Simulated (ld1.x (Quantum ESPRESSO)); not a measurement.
## Pr: excitation energies, all-electron against TM

```json
{"Element": "Pr", "Generator": "ld1.x (Quantum ESPRESSO) 7.5", "Type": "norm-conserving Troullier–Martins (Kleinman–Bylander form)", "Functional": "PBE", "Relativity": "scalar-relativistic", "Frozen core": "[Xe]", "Valence charge": "5", "Reference configuration": "4f3 5d0 6s1.5 6p0 (charge +0.5)", "Partial waves": "6s (bound): rc 3.05 bohr; 6p (bound, empty): rc 3.20 bohr; 5d (bound, empty): rc 4.05 bohr; 4f (bound): rc 1.85 bohr", "Local potential": "the f channel", "Core correction": "a·sin(br)/r model core inside 0.85 bohr"}
```

Energies are relative to the spin-unpolarised reference configuration 4f3 5d0 6s1.5 6p0; without spin polarisation the order of configurations can differ from experiment.

(1) Give the all-electron excitation energy and the error of the potential for: 4f3 5d0 6s2 6p0; 4f3 5d0 6s1 6p0; 4f3 5d0 6s0 6p0; 4f2 5d0 6s0 6p0; 4f2 5d0 6s2 6p0; 4f3 5d0 6s0 6p1; 4f2 5d1 6s1 6p0.

Levels in the configuration 4f2 5d1 6s1 6p0:

```tsv
level	all-electron (eV)	pseudo (eV)
4f	-12.199	-13.869
5d	-8.580	-8.919
6s	-8.627	-8.635
```

Note: ghost states, extra bound levels that the all-electron valence spectrum of the same l lacks: s at -349.8 eV, p at -128.6 eV, s at -97.3 eV, p at -13.3 eV. A true bound ghost makes a file unfit for plane-wave use.

Results:

(1)

```csv
valence configuration,charge,ΔE all-electron (eV),error AE − PS (meV)
4f3 5d0 6s2 6p0,0,-2.282,+0.9
4f3 5d0 6s1 6p0,+1,3.438,-2.7
4f3 5d0 6s0 6p0,+2,14.064,-45
4f2 5d0 6s0 6p0,+3,35.642,-1478
4f2 5d0 6s2 6p0,+1,5.245,-962
4f3 5d0 6s0 6p1,+1,6.332,-24
4f2 5d1 6s1 6p0,+1,5.025,-587
```

These tests converged, but a pseudo level misses the all-electron one widely, so the file describes the atom poorly there or has found another state: 4f2 5d0 6s0 6p0: 4f by 3.0 eV (a node warning on the way); 4f2 5d0 6s2 6p0: 4f by 2.1 eV.
